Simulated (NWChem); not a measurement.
CCl₃, doublet; SMILES Cl[C](Cl)Cl

Results from NWChem. Pople sets run with spherical d functions. Spin-unrestricted. In the optimisation the excess spin sits in a (C3, its own frame). Geometry: optimised at PBE0/def2-SVP, spin-unrestricted. No stability test was run on the SCF state. Level PBE/6-31G*: energy and gradient; each run changes one setting, and changes count from the defaults (medium grid, exact Coulomb integrals, symmetry on).

Q: Which setting moves the energy most, and by about how much (defaults; extra-fine grid; Coulomb fitting, Ahlrichs set; symmetry off; Coulomb fitting, Weigend set; tight SCF thresholds and tolerances; Becke weights)?

A: Coulomb fitting, Ahlrichs set, by about 800 μHa.
| setting | size of the energy change (μHa) | largest change of a gradient component (μHa/bohr) |
|---|---|---|
| defaults | < 10 | < 30 |
| tight SCF thresholds and tolerances | < 10 | < 30 |
| Becke weights | < 10 | < 30 |
| Coulomb fitting, Ahlrichs set | 800 | 200 |
| extra-fine grid | < 10 | < 30 |
| symmetry off | < 10 | other frame |
| Coulomb fitting, Weigend set | 90 | 50 |
